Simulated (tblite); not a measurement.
Input of a run (GFN2-xTB geometry optimisation, gas phase (tblite 0.8.0)), started from a force field or distance geometry:
```
{"job": {"kind": "relax", "xc": "GFN2-xTB", "basis": "xTB"}, "charge": 0, "multiplicity": 1}
C      2.731600    -0.542300     0.595000
C      1.935100     0.496500     0.286000
Si     0.355700     0.351800    -0.568100
Si    -1.120800     1.861900     0.155200
Si    -2.279500    -0.037000     0.393200
C     -0.765400    -1.038800    -0.082300
C     -0.311100    -1.793800     1.055900
N      0.059300    -2.388200     1.983200
H      2.515000    -1.563800     0.366200
H      3.660500    -0.320500     1.128800
H      2.276200     1.483800     0.589200
H      0.537800     0.357600    -2.027400
H     -1.616900     2.748200    -0.885400
H     -0.816000     2.489700     1.446100
H     -2.787800    -0.269000     1.752000
H     -3.350600    -0.131400    -0.608800
H     -1.030100    -1.692500    -0.939300
```

Output (eV, eV/Å):
```
step      E/eV     max force
  0    -574.24238    2.726
  1    -574.45659    4.340
  2    -574.46582    5.131
  3    -574.61900    1.349
  4    -574.67720    0.965
  5    -574.73835    1.008
  6    -574.80748    0.515
  7    -574.82404    0.443
  8    -574.86901    0.445
  9    -574.89480    0.465
 10    -574.91548    0.320
 11    -574.92691    0.256
 12    -574.93681    0.281
 13    -574.94348    0.246
 14    -574.94795    0.149
 15    -574.95106    0.128
 16    -574.95388    0.132
 17    -574.95610    0.127
 18    -574.95756    0.092
 19    -574.95856    0.082
 20    -574.95939    0.076
 21    -574.96016    0.081
 22    -574.96099    0.083
 23    -574.96187    0.108
 24    -574.96281    0.101
 25    -574.96378    0.068
 26    -574.96465    0.070
 27    -574.96534    0.056
 28    -574.96584    0.057
 29    -574.96622    0.051
 30    -574.96663    0.052
 31    -574.96712    0.061
 32    -574.96764    0.068
 33    -574.96812    0.064
 34    -574.96859    0.054
 35    -574.96908    0.066
 36    -574.96957    0.064
 37    -574.97000    0.054
 38    -574.97034    0.051
 39    -574.97067    0.052
 40    -574.97108    0.065
 41    -574.97161    0.083
 42    -574.97226    0.072
 43    -574.97299    0.080
 44    -574.97369    0.073
 45    -574.97425    0.052
 46    -574.97467    0.046
 47    -574.97499    0.058
 48    -574.97533    0.061
 49    -574.97568    0.050
 50    -574.97597    0.048
 51    -574.97616    0.030
 52    -574.97628    0.029
 53    -574.97638    0.027
 54    -574.97646    0.028
 55    -574.97652    0.021
 56    -574.97656    0.020
 57    -574.97660    0.019
 58    -574.97664    0.016
 59    -574.97667    0.015
 60    -574.97669    0.016
 61    -574.97673    0.018
 62    -574.97677    0.013
 63    -574.97680    0.012
 64    -574.97682    0.013
 65    -574.97685    0.016
 66    -574.97691    0.020
 67    -574.97701    0.027
 68    -574.97717    0.030
 69    -574.97733    0.026
 70    -574.97745    0.028
 71    -574.97754    0.027
 72    -574.97763    0.025
 73    -574.97774    0.022
 74    -574.97787    0.028
 75    -574.97801    0.032
 76    -574.97818    0.031
 77    -574.97839    0.035
 78    -574.97867    0.042
 79    -574.97884    0.045
 80    -574.97913    0.036
 81    -574.97935    0.037
 82    -574.97978    0.046
 83    -574.98018    0.056
 84    -574.98065    0.048
 85    -574.98103    0.058
 86    -574.98133    0.044
 87    -574.98153    0.083
 88    -574.98199    0.049
 89    -574.98276    0.050
 90    -574.98403    0.064
 91    -574.98455    0.110
 92    -574.98542    0.080
 93    -574.98590    0.056
 94    -574.98647    0.050
 95    -574.98669    0.041
 96    -574.98713    0.069
 97    -574.98775    0.102
 98    -574.98850    0.122
 99    -574.98940    0.105
100    -574.99029    0.075
101    -574.99038    0.133
102    -574.99134    0.059
103    -574.99163    0.044
104    -574.99232    0.056
105    -574.99305    0.136
106    -574.99435    0.180
107    -574.99549    0.159
108    -574.99626    0.103
109    -574.99692    0.105
110    -574.99771    0.091
111    -574.99849    0.087
112    -575.00003    0.125
113    -575.00127    0.159
114    -575.00223    0.086
115    -575.00271    0.127
116    -575.00334    0.052
117    -575.00367    0.038
118    -575.00389    0.043
119    -575.00397    0.034
120    -575.00423    0.038
121    -575.00457    0.048
122    -575.00518    0.066
123    -575.00590    0.067
124    -575.00626    0.090
125    -575.00680    0.095
126    -575.00721    0.038
127    -575.00755    0.046
128    -575.00777    0.058
129    -575.00797    0.041
130    -575.00818    0.036
131    -575.00850    0.030
132    -575.00897    0.051
133    -575.00947    0.066
134    -575.00975    0.062
135    -575.00973    0.124
136    -575.01015    0.050
137    -575.01028    0.045
138    -575.01074    0.062
139    -575.01093    0.060
140    -575.01120    0.065
141    -575.01136    0.028
142    -575.01149    0.033
143    -575.01163    0.027
144    -575.01177    0.038
145    -575.01189    0.030
146    -575.01201    0.039
147    -575.01218    0.050
148    -575.01246    0.064
149    -575.01283    0.058
150    -575.01335    0.099
151    -575.01113    0.251
152    -575.01395    0.066
153    -575.01427    0.062
154    -575.01464    0.084
155    -575.01487    0.056
156    -575.01542    0.036
157    -575.01573    0.049
158    -575.01537    0.112
159    -575.01603    0.038
160    -575.01616    0.042
161    -575.01636    0.038
162    -575.01652    0.038
163    -575.01669    0.036
164    -575.01686    0.039
165    -575.01704    0.029
166    -575.01720    0.021
167    -575.01731    0.029
168    -575.01741    0.030
169    -575.01755    0.035
170    -575.01774    0.031
171    -575.01791    0.028
172    -575.01803    0.027
173    -575.01811    0.024
174    -575.01819    0.022
175    -575.01826    0.023
176    -575.01832    0.018
177    -575.01837    0.022
178    -575.01842    0.022
179    -575.01845    0.024
180    -575.01850    0.011
181    -575.01854    0.013
182    -575.01858    0.012
183    -575.01862    0.013
184    -575.01866    0.010
185    -575.01868    0.008
```

Task: Summarise the run.

Result: The energy falls by 0.776 eV over 185 L-BFGS steps, the largest force on an atom goes from 2.73 to 0.008 eV/Å, and the atoms move by 0.904 Å rms after alignment. Among the bonds, Si3–Si4 and Si3–C6 change most and about equally (+0.117 to +0.118 Å). Bonds longer at the end by more than 0.005 Å: 7 of 17; shorter: 5. Among the angles that change most is H13–Si4–H14, from 116.1° to 104.2°. Among the dihedrals that turn most is H11–C2–Si3–Si4, from -34° to -130°. The energy rose by more than 1e-5 eV at steps 135, 151 and 158. The first step brought 28 % of the lowering.

Task: What are the final bond lengths?

Result: C1=C2 1.324 Å, C2–Si3 1.881 Å, Si3–Si4 2.350 Å, Si4–Si5 2.342 Å, Si5–C6 1.957 Å, C6–C7 1.413 Å, C7≡N8 1.148 Å, Si3–C6 1.969 Å, C1–H9 1.078 Å, C1–H10 1.079 Å, C2–H11 1.083 Å, Si3–H12 1.474 Å, Si4–H13 1.469 Å, Si4–H14 1.469 Å, Si5–H15 1.464 Å, Si5–H16 1.469 Å, C6–H17 1.093 Å. Numbering counts from 1 in the input's order; the species is `C=C[Si@@H]1[SiH2][SiH2][C@@H]1C#N`.

The run took 3.1 s on one thread of an Arm Neoverse N1, on a shared host.

Its GFN2-xTB frequencies are all real (lowest 17 cm⁻¹). The numbers are those of one conformer.

The numbers are calculated, not measured.
